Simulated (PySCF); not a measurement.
V⁺ (vanadium, charge +1) across methods

[Ar] 3d3 4s1, high-spin 5F determinant (an excited configuration). Calculation: PySCF 2.14, in aug-cc-pwCVTZ-DK; scalar relativity by spin-free X2C-1e.

| method | E (hartree) | mean ε 3p β (eV) | mean ε 3d α (eV) | mean ε 4s α (eV) | Σ⟨r²⟩ (bohr²) | ⟨S²⟩ |
| --- | --- | --- | --- | --- | --- | --- |
| PBE | -948.698 | -49.637 | -13.876 | -11.500 | 27.70 | 6.000 |
| LDA | -946.710 | -49.753 | -13.921 | -11.727 | 27.57 | 6.000 |
| r2SCAN | -948.901 | -50.399 | -14.380 | -11.702 | 27.47 | 6.001 |
| M06-2X | -948.912 | -55.040 | -17.582 | -12.861 | 27.46 | 6.001 |
| B97-3 | -948.806 | -52.468 | -15.796 | -11.996 | 27.56 | 6.001 |
| PBE0 | -948.728 | -52.282 | -15.833 | -12.146 | 27.61 | 6.001 |
| UHF | -947.93278 | -58.914 | -21.276 | -13.720 | 27.93 | 6.002 |

(1) Estimate the same row for BP86.

Results:

(1) E (hartree) = -949.057; mean ε 3p β (eV) = -49.812; mean ε 3d α (eV) = -13.963; mean ε 4s α (eV) = -11.669; Σ⟨r²⟩ (bohr²) = 27.56; ⟨S²⟩ = 6.000.
